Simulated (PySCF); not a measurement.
C3H11AsSi.
Numbering: `[CH3:1][CH:2]([CH3:3])[SiH2:4][AsH2:5]` (hydrogens: H6, H7, H8 on C1; H9 on C2; H10, H11, H12 on C3; H13, H14 on Si4; H15, H16 on As5)

All values: wB97X-D/def2-SVPD (PySCF, non-relativistic), on one gas-phase PBE0-D3(BJ)/def2-SVP geometry that isn't relaxed in the solvent. The solvent is an IEF-PCM continuum (Bondi radii, 1.10 Å for H, scaled by 1.2), and excitations are vertical TDDFT with non-equilibrium linear response and a frozen core. The model holds no explicit solvent molecules, cavitation or dispersion. Spin–orbit coupling is left out although an atom past zinc is present.

Gas-phase singlets (H = HOMO, L = LUMO):

| state | E (eV) | λ (nm) | f | leading configurations |
| --- | --- | --- | --- | --- |
| S1 | 6.296 | 197 | 0.017 | H→L+2 65%, H→L+1 22% |
| S2 | 6.484 | 191 | 0.050 | H→L 50%, H→L+1 40% |
| S3 | 6.872 | 180 | 0.333 | H→L+1 30%, H→L 27%, H→L+2 27% |
| S4 | 7.374 | 168 | 0.015 | H→L+3 71%, H→L+6 8% |
| S5 | 7.557 | 164 | 0.002 | H-1→L 75%, H-1→L+1 12% |

Q: What are the lowest 5 singlets in dichloromethane (ε = 8.93)?

A: 
```
state  E (eV)  λ (nm)      f           leading configurations  change by rank (eV)
   S1   6.327     196  0.041             H→L+2 67%, H→L+1 24%               +0.031
   S2   6.523     190  0.114     H→L+1 56%, H→L 27%, H→L+2 9%               +0.039
   S3   6.749     184  0.464    H→L 53%, H→L+2 19%, H→L+1 14%               -0.123
   S4   7.411     167  0.029  H→L+3 69%, H-1→L+1 9%, H→L+6 8%               +0.037
   S5   7.501     165  0.010           H-1→L 72%, H-1→L+1 15%               -0.056
```

Q: The ground-state energy changes by -0.047 eV from gas to dichloromethane. By how much does the total energy of gas-phase S1 change?

A: E(S1) = E(S0) + excitation energy, so it changes by -0.047 + 0.031 = -0.016 eV: it is lowered less than the ground state, which is what a blue shift means. This is the vertical state, with the slow part of the continuum still set for S0.

Q: How do the frontier levels move from gas to dichloromethane?

A: 
```json
{"orbital": "LUMO+2", "gas (eV)": "2.11", "solvent (eV)": "2.22", "change (eV)": "+0.11", "Löwdin shares, gas": "As5 50 %, Si4 11 %, H15 11 %, H16 11 %", "Löwdin shares, solvent": "As5 51 %, H16 12 %, H15 11 %, Si4 10 %"}
{"orbital": "LUMO+1", "gas (eV)": "1.90", "solvent (eV)": "1.97", "change (eV)": "+0.07", "Löwdin shares, gas": "As5 39 %, Si4 20 %, H15 12 %, H14 8 %", "Löwdin shares, solvent": "As5 40 %, Si4 18 %, H15 12 %, H14 7 %"}
{"orbital": "LUMO", "gas (eV)": "1.74", "solvent (eV)": "1.87", "change (eV)": "+0.13", "Löwdin shares, gas": "Si4 23 %, As5 22 %, H16 10 %, C1 6 %", "Löwdin shares, solvent": "Si4 26 %, As5 25 %, H16 9 %, H13 8 %"}
{"orbital": "HOMO", "gas (eV)": "-9.01", "solvent (eV)": "-8.97", "change (eV)": "+0.04", "Löwdin shares, gas": "As5 62 %, Si4 17 %, H15 6 %, H16 6 %", "Löwdin shares, solvent": "As5 61 %, Si4 17 %, H15 6 %, H16 5 %"}
{"orbital": "HOMO-1", "gas (eV)": "-9.92", "solvent (eV)": "-9.76", "change (eV)": "+0.16", "Löwdin shares, gas": "C2 28 %, Si4 19 %, As5 14 %, C1 7 %", "Löwdin shares, solvent": "C2 28 %, Si4 18 %, As5 13 %, C1 7 %"}
{"orbital": "HOMO-2", "gas (eV)": "-10.67", "solvent (eV)": "-10.56", "change (eV)": "+0.11", "Löwdin shares, gas": "As5 28 %, Si4 24 %, H14 17 %, H15 11 %", "Löwdin shares, solvent": "As5 29 %, Si4 24 %, H14 17 %, H15 11 %"}
{"orbital": "HOMO-3", "gas (eV)": "-11.48", "solvent (eV)": "-11.36", "change (eV)": "+0.12", "Löwdin shares, gas": "Si4 26 %, H13 19 %, As5 12 %, H14 10 %", "Löwdin shares, solvent": "Si4 20 %, H13 15 %, C2 14 %, C1 13 %"}
```

The HOMO–LUMO gap goes from 10.76 to 10.84 eV. Rows go by rank; for HOMO-3 the atom shares or the degeneracy differ between the runs, so the row needn't follow one orbital.

Hardware: one thread of an Arm Neoverse V1, shared host with 32 logical CPUs at a one-minute load of 10. Cost: 36 s, 1.2 GiB resident at most. This is the whole response run at wB97X-D/def2-SVPD in dichloromethane, SCF included.

Conformer computed: `[CH3:1][CH:2]([CH3:3])[SiH2:4][AsH2:5]`: C1–C2–Si4–As5 62°, H–As5–Si4–C2 78°, H–As5–Si4–C2 170°.

wB97X-D is run here without its empirical dispersion term; that term would change no orbital, density or response property at a fixed geometry.
